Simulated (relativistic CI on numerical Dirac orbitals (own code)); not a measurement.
Radial Dirac CI calculation of Tl⁴⁺: levels, rates and radial parameters.

Command:

```sh
python run_levels.py task.json out
```

Input:

```
atom Tl  Z=81  charge=4  electrons=77
nucleus A=205  rms_radius_fm=5.4759
hamiltonian dirac-coulomb  breit=on  qed=on  c_scale=1
orbitals kli  potential=per-configuration
slater_scale 0.85
correlation p86
mixing on
configurations
  [Xe] 4f14 5d9
  [Xe] 4f14 5d8 6s
  [Xe] 4f14 5d8 5f
  [Xe] 4f14 5d8 6p
  [Xe] 4f14 5d7 6s2
  [Xe] 4f14 5d8 5g
  [Xe] 4f14 5d8 7s
  [Xe] 4f14 5d8 6d
  [Xe] 4f14 5d7 5f2
  [Kr] 4d10 4f14 5s2 5p5 5d10
  [Xe] 4f14 5d7 6s 6p
  [Xe] 4f14 5d8 7p
  [Xe] 4f14 5d8 7d
  [Xe] 4f14 5d8 8s
  [Xe] 4f14 5d8 6f
  [Xe] 4f14 5d7 5g2
  [Xe] 4f14 5d8 8p
  [Xe] 4f14 5d8 8d
  [Xe] 4f14 5d7 6p2
  [Xe] 4f14 5d7 6s 6d
end
```

Hardware: one thread of Neoverse-V2, on a shared host. Rates were computed among at most 60 levels.

Problem. How large is the problem, and how long does it take?

Solution. 4235 determinants at the lowest M give 4235 levels; 197 SCF iterations in all; about 5.1 s of CPU and 0.23 GiB at the peak.
